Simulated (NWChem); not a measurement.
Species: CH3ITe; SMILES C[Te]I

```xyz
6

Te    -0.3165     1.2280     0.0000
I     -0.0155    -1.4972     0.0000
C      1.8085     1.6893     0.0000
H      1.8764     2.7955     0.0000
H      2.2765     1.2801    -0.9126
H      2.2765     1.2801     0.9126
```
Atoms are numbered in this order, from 1.

Computed with NWChem. The geometry was optimised at PBE-D3(BJ)/def2-SVP. def2 effective core potentials on Te, I; no spin-orbit coupling. Ions are spin-unrestricted doublets at the neutral geometry; other ion states weren't tried.

Question: Estimate the computed values for B3LYP/def2-SVP. Quantities: vertical ionisation energy, ΔSCF (eV); −ε(HOMO) (eV).

Answer: 
| Item | Value |
|---|---|
| vertical ionisation energy, ΔSCF (eV) | 8.05 |
| −ε(HOMO) (eV) | 5.80 |
